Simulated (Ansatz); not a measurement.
Ansatz (an electronic-structure program) input (CCSD(T)/def2-SVP):

Ansatz 0.2 input:
```yaml
crystal:
  periodic: [false, false, false]
  atoms:
    - {symbol: Mg, position_ang: [-0.00000000, -0.00000000, -1.77413315]}
    - {symbol: Br, position_ang: [0.00000000, 0.00000000, 0.60827422]}
basis:
  gaussian:
    orbitals: def2-SVP
magnetization: {spin_polarized: true, initial_magnetization: 1}
correlation: {method: ccsd_t, electrons: outside_noble_gas}
```

Output:

```
Functional definition: HF
integrals: 0.03 GiB planned
450 factors; integrals over basis functions are off by at most 3.4e-4 eV
mean field: 0.16 GiB planned
mean field evaluation 1: about -75421.0336 eV, gradient 8.2e0 eV
mean field evaluation 2: about -75421.0569 eV, gradient 8.3e0 eV
mean field evaluation 4: about -75421.9695 eV, gradient 1.4e0 eV
mean field evaluation 8: about -75422.0442 eV, gradient 2.9e-3 eV
mean field evaluation 16: about -75421.9189 eV, gradient 1.4e0 eV
mean field evaluation 32: about -75418.7240 eV, gradient 6.7e-3 eV
mean field evaluation 64: about -75418.7240 eV, gradient 6.0e-3 eV
mean field evaluation 96: about -75417.8783 eV, gradient 1.4e-3 eV
mean field -75422.04426715 eV, -2771.7090039200 hartree, gradient 4.6e-6 eV, S^2 0.751221; 1 other end points of the search recorded, 0 dependent functions left out
determinant -75422.04426715 eV, -2771.7090039200 hartree, with singles and doubles -75425.92071743 eV, -2771.8514608404 hartree
determinant -75418.72398595 eV, -2771.5869858364 hartree, with singles and doubles -75422.71014218 eV, -2771.7334743761 hartree
19 core orbitals not correlated
reference -75422.04426715 eV, -2771.7090039200 hartree; 5, 4 occupied and 26, 27 virtual orbitals, 450 factors
second order -3.56429320 eV of doubles, -0.00000000 eV of singles
coupled cluster: 0.08 GiB planned
cycle   1  -3.87933580 eV  change   -1.3e-1 eV  update   1.8e-2
cycle   2  -3.89015492 eV  change   -1.1e-2 eV  update   7.0e-3
cycle   3  -3.89274321 eV  change   -2.6e-3 eV  update   3.4e-3
cycle   4  -3.89347064 eV  change   -7.3e-4 eV  update   1.2e-3
cycle   5  -3.89361975 eV  change   -1.5e-4 eV  update   4.2e-4
cycle   6  -3.89372402 eV  change   -1.0e-4 eV  update   1.6e-4
cycle   7  -3.89372595 eV  change   -1.9e-6 eV  update   5.8e-5
cycle   8  -3.89371627 eV  change    9.7e-6 eV  update   1.9e-5
cycle   9  -3.89371696 eV  change   -6.9e-7 eV  update   6.1e-6
perturbative correction -0.08565417 eV, -0.0031477326 hartree
Total energy: -75426.02363828 eV, -2771.8552431118 hartree
```
